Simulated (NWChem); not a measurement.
System meant: CH₄MgS; SMILES C[S][MgH]

NWChem input:

```
start job
memory heap 200 mb stack 900 mb global 1100 mb
geometry units angstroms noautoz
  Mg    -0.262819    -1.645580     0.032503
  H     -0.869138    -3.198806     0.387757
  S      0.618265     0.449972    -0.470919
  C     -0.756871     1.607664    -0.036746
  H     -0.394990     2.630506    -0.256414
  H     -1.020378     1.564119     1.038063
  H     -1.664638     1.430403    -0.645915
end
basis spherical
  * library def2-svp
end
dft
  odft
  mult 2
  xc xpbe96 cpbe96
  iterations 150
  mulliken
end
task dft energy
```

End of the output:

```
                                 NWChem DFT Module
                                 -----------------

 Summary of "ao basis" -> "ao basis" (spherical)
 ------------------------------------------------------------------------------
       Tag                 Description            Shells   Functions and Types
 ---------------- ------------------------------  ------  ---------------------
 Mg                         def2-svp                 8       18   4s3p1d
 H                          def2-svp                 3        5   2s1p
 S                          def2-svp                 8       18   4s3p1d
 C                          def2-svp                 6       14   3s2p1d

 Summary of "ao basis" -> "ao basis" (spherical)
 ------------------------------------------------------------------------------
       Tag                 Description            Shells   Functions and Types
 ---------------- ------------------------------  ------  ---------------------
 Mg                         def2-svp                 8       18   4s3p1d
 H                          def2-svp                 3        5   2s1p
 S                          def2-svp                 8       18   4s3p1d
 C                          def2-svp                 6       14   3s2p1d

      Symmetry analysis of basis
      --------------------------

        a'         49
        a"         21

  number of electrons :                   38
  multiplicity        :                    2
 ------------------------------------------------------------------------
  no. of electrons and multiplicity not compatible                  38
 ------------------------------------------------------------------------
 ------------------------------------------------------------------------
  current input line :
    22: task dft energy
 ------------------------------------------------------------------------
 ------------------------------------------------------------------------
 There is an error in the input file
 ------------------------------------------------------------------------
 For more information see the NWChem manual at https://nwchemgit.github.io

0: no. of electrons and multiplicity not compatible:Received an Error in Communication
```

Problem. Can this run be used? If not, why, and what is the fix?

Solution. The program refused the input. Cause: the multiplicity doesn't fit the number of electrons (an even count wants an odd multiplicity, and the reverse). This input runs:
```
start job
memory heap 200 mb stack 900 mb global 1100 mb
geometry units angstroms noautoz
  Mg    -0.262819    -1.645580     0.032503
  H     -0.869138    -3.198806     0.387757
  S      0.618265     0.449972    -0.470919
  C     -0.756871     1.607664    -0.036746
  H     -0.394990     2.630506    -0.256414
  H     -1.020378     1.564119     1.038063
  H     -1.664638     1.430403    -0.645915
end
basis spherical
  Mg library def2-svp
  H library def2-svp
  S library def2-svp
  C library def2-svp
end
dft
  xc xpbe96 cpbe96
  iterations 150
  mulliken
end
task dft energy
```
It converges to -638.21075 Ha (PBE/def2-SVP).
